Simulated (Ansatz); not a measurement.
Ansatz (an electronic-structure program) input (B2GP-PLYP/def2-TZVPD):

Ansatz 0.2 input:
```yaml
crystal:
  periodic: [false, false, false]
  atoms:
    - {symbol: Si, position_ang: [1.98148973, 0.22627182, 0.13404977]}
    - {symbol: C, position_ang: [0.13620332, 0.09725749, 0.00518022]}
    - {symbol: C, position_ang: [-0.86843404, 1.01301931, -0.11366378]}
    - {symbol: C, position_ang: [-2.12219483, 0.31401616, -0.17103819]}
    - {symbol: C, position_ang: [-1.75543071, -0.98581056, -0.07998052]}
    - {symbol: O, position_ang: [-0.45507987, -1.18031702, 0.02492471]}
    - {symbol: H, position_ang: [2.64413848, -0.47366698, -0.98967882]}
    - {symbol: H, position_ang: [2.29477221, 1.67163678, 0.08564633]}
    - {symbol: H, position_ang: [2.46861075, -0.35541581, 1.40532325]}
    - {symbol: H, position_ang: [-0.73554050, 2.08218027, -0.15671302]}
    - {symbol: H, position_ang: [-3.11306065, 0.71910200, -0.26365870]}
basis:
  gaussian:
    orbitals: def2-TZVPD
hamiltonian:
  xc: {name: B2GP-PLYP}
magnetization: {spin_polarized: true, initial_magnetization: 1}
correlation: {electrons: outside_noble_gas}
```

Output:

```
Functional definition: B2GP-PLYP
integrals: 0.73 GiB planned
1831 factors; integrals over basis functions are off by at most 1.1e-3 eV
0.49 GiB of the device are held for the grids
1.61 GiB of device memory are held for the factors and their scratch space
mean field: 2.65 GiB planned
mean field evaluation 1: about -14127.2941 eV, gradient 2.8e1 eV
mean field evaluation 2: about -14127.4245 eV, gradient 2.8e1 eV
mean field evaluation 4: about -14131.4795 eV, gradient 3.9e0 eV
mean field evaluation 8: about -14131.5949 eV, gradient 6.6e-1 eV
mean field evaluation 16: about -14131.6128 eV, gradient 5.3e-2 eV
mean field evaluation 32: about -14131.6131 eV, gradient 3.4e-5 eV
mean field -14131.61305038 eV, -519.3272008502 hartree, gradient 9.4e-6 eV, S^2 0.797515; 2 other end points of the search recorded, 0 dependent functions left out
10 core orbitals not correlated
reference -14131.61319037 eV, -519.3272059946 hartree; 16, 15 occupied and 250, 251 virtual orbitals, 1831 factors
second order -29.64937668 eV of doubles, -0.00000000 eV of singles
Total energy: -14142.28696597 eV, -519.7194600132 hartree
```

It need not be the lowest isomer of its formula.
